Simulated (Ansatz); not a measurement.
Start from `[NH2][Mg][N]([SiH3])[SiH3]` and change one atom or group to get `[AlH2][N]([SiH3])[SiH3]`.

Ansatz, PBE0-D4/def2-TZVP geometries, multiplicity 1. Each molecule was computed in one conformer, which needn't be the lowest.

```tsv
property	`[NH2][Mg][N]([SiH3])[SiH3]`
HOMO–LUMO gap (ωB97M-V/def2-TZVPP) / eV	9.04
HOMO–LUMO gap (PBE0/def2-TZVPP) / eV	5.26
HOMO–LUMO gap (PBE/def2-TZVPP) / eV	3.18
HOMO energy (ωB97M-V/def2-TZVPP) / eV	-8.94
size of the dipole moment (ωB97M-V/def2-TZVPP) / D	1.39
HOMO energy (PBE0/def2-TZVPP) / eV	-6.52
```

(1) Give the same properties after the change, and the shifts. (An estimate is asked.)

Answers

(1) The calculation gave: 
```tsv
property	`[AlH2][N]([SiH3])[SiH3]`	shift
HOMO–LUMO gap (ωB97M-V/def2-TZVPP) / eV	10.55	1.51
HOMO–LUMO gap (PBE0/def2-TZVPP) / eV	6.72	1.46
HOMO–LUMO gap (PBE/def2-TZVPP) / eV	4.72	1.54
HOMO energy (ωB97M-V/def2-TZVPP) / eV	-10.19	-1.25
size of the dipole moment (ωB97M-V/def2-TZVPP) / D	0.33	-1.06
HOMO energy (PBE0/def2-TZVPP) / eV	-7.93	-1.41
```

With PBE0 the HOMO falls by 1.41 eV and the LUMO rises by 0.05 eV, so the gap widens by about 1.46 eV. PBE moves the HOMO by -1.52 eV and ωB97M-V by -1.25 eV. Dipoles are sizes alone; their direction can turn.
